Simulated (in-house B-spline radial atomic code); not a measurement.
**Response and correlation of Fe IX (Fe8+)**

Closed shell [Ne] 3s2 3p6. Computed with a B-spline radial code for spherical atoms: Dirac-Hartree-Fock, relativistic RPA (time-dependent Dirac-Hartree-Fock) for the response and second-order many-body perturbation theory for correlation, no-pair Dirac-Coulomb Hamiltonian, finite nucleus.

| multipole (bohr³, bohr⁵, bohr⁷) | uncoupled | coupled RPA |
| --- | --- | --- |
| dipole | 0.54237 | ? |
| quadrupole | 0.26876 | 0.29953 |
| octupole | 0.35525 | 0.43763 |

(1) What is the coupled dipole polarisability?

(2) Which subshells carry the dipole polarisability?

(3) What does the dipole shielding factor come to?

Dipole polarisability at imaginary frequency:

```csv
u (Eh),α(iu) (bohr³)
0,0.4952
1.35,0.4059
4.05,0.1824
8.1,0.07581
13.5,0.03657
27,0.01299
54,0.004291
135,0.0008409
```

(4) What dispersion coefficients follow for two such ions (the dispersion part alone)?

Lowest J = 1 odd-parity excitations:

| energy (eV) | oscillator strength | leading channel | weight |
| --- | --- | --- | --- |
| 49.745 | 0.000388 | 3p3/2 → d3/2 | 0.607 |
| 56.957 | 0.00646 | 3p1/2 → d3/2 | 0.504 |
| 72.019 | 2.89 | 3p3/2 → d5/2 | 0.551 |
| 118.14 | 0.117 | 3p3/2 → s1/2 | 0.867 |
| 120.19 | 0.248 | 3p1/2 → s1/2 | 0.866 |
| 147.3 | 0.00925 | 3p3/2 → d3/2 | 0.592 |
| 149.14 | 0.402 | 3p3/2 → d5/2 | 0.646 |
| 151.07 | 0.151 | 3p1/2 → d3/2 | 0.934 |

Second-order correlation energy by the highest angular momentum of the excited pair (hartree): s -0.02036, p -0.1681, d -0.4451, f -0.1168, g -0.0464, h -0.01741, i -0.007995, k -0.00416.

(5) What is the second-order correlation energy at the partial-wave limit?

Answers

(1) 0.49521 atomic units, -9 % against the uncoupled value.

(2) 3p3/2 66.0 %, 3p1/2 31.4 %, 3s1/2 2.4 %.

(3) The dipole shielding factor is 0.692, against the exact N/Z = 18/26 = 0.692 of the non-relativistic theorem.

(4) C6 = (3/π)∫α(iu)²du = 0.5693 hartree·bohr⁶ and C8 = 2.218 hartree·bohr⁸.

(5) The listed waves sum to -0.82628 hartree; extrapolating the increments as (l + 1/2)⁻⁴ gives -0.83479 hartree, -1.26 eV per electron.
